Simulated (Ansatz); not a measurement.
C₅H₉CuN₂O, SMILES `Cn1ccn(C)[c+]1[Cu-][OH]`. Total charge 0; spin multiplicity 1. The structure was optimised at the PBE0-D4/def2-TZVP level. It is one conformer, not always the lowest.

```xyz
18

C    -1.275   -0.694   -1.966
N    -0.517   -0.810   -0.742
C    -0.241   -1.995   -0.106
C     0.487   -1.682    0.988
N     0.631   -0.316    0.983
C     1.348    0.436    1.985
C     0.014    0.244   -0.082
Cu   -0.087    2.059   -0.539
O    -0.097    3.776   -1.053
H    -2.281   -1.096   -1.830
H    -0.777   -1.229   -2.776
H    -1.341    0.363   -2.220
H    -0.577   -2.948   -0.477
H     0.907   -2.309    1.756
H     1.308    1.488    1.706
H     2.390    0.114    2.029
H     0.886    0.304    2.965
H    -0.779    4.295   -0.625
```

What is the dipole moment at ωB97M-V/def2-TZVPP? (Best estimate.)

Computed: 8.72 D, with components (-0.46, -8.22, 2.86) D in this frame, pointing from negative to positive charge.

And with PBE, r2SCAN, B3LYP? (An estimate is asked.)

The calculation gave: PBE 7.97 D, r2SCAN 8.16 D, B3LYP 8.53 D.

Give the Mulliken charges with ωB97M-V, PBE, B3LYP in def2-TZVPP. (An estimate is asked.)

Ansatz gave: 
```json
{"atom": "C1", "ωB97M-V": "-0.22", "PBE": "-0.17", "B3LYP": "-0.17"}
{"atom": "N2", "ωB97M-V": "-0.07", "PBE": "0.05", "B3LYP": "-0.05"}
{"atom": "C3", "ωB97M-V": "-0.08", "PBE": "-0.11", "B3LYP": "-0.09"}
{"atom": "C4", "ωB97M-V": "-0.08", "PBE": "-0.11", "B3LYP": "-0.09"}
{"atom": "N5", "ωB97M-V": "-0.07", "PBE": "0.05", "B3LYP": "-0.04"}
{"atom": "C6", "ωB97M-V": "-0.22", "PBE": "-0.17", "B3LYP": "-0.17"}
{"atom": "C7", "ωB97M-V": "0.27", "PBE": "0.34", "B3LYP": "0.35"}
{"atom": "Cu8", "ωB97M-V": "-0.21", "PBE": "-0.44", "B3LYP": "-0.31"}
{"atom": "O9", "ωB97M-V": "-0.57", "PBE": "-0.53", "B3LYP": "-0.59"}
{"atom": "H10", "ωB97M-V": "0.13", "PBE": "0.11", "B3LYP": "0.11"}
{"atom": "H11", "ωB97M-V": "0.14", "PBE": "0.11", "B3LYP": "0.11"}
{"atom": "H12", "ωB97M-V": "0.13", "PBE": "0.09", "B3LYP": "0.11"}
{"atom": "H13", "ωB97M-V": "0.16", "PBE": "0.15", "B3LYP": "0.17"}
{"atom": "H14", "ωB97M-V": "0.16", "PBE": "0.15", "B3LYP": "0.17"}
{"atom": "H15", "ωB97M-V": "0.13", "PBE": "0.09", "B3LYP": "0.11"}
{"atom": "H16", "ωB97M-V": "0.13", "PBE": "0.11", "B3LYP": "0.11"}
{"atom": "H17", "ωB97M-V": "0.13", "PBE": "0.11", "B3LYP": "0.11"}
{"atom": "H18", "ωB97M-V": "0.14", "PBE": "0.16", "B3LYP": "0.15"}
```

B3LYP here is the variant with VWN-RPA as its local correlation; programs differ in this.
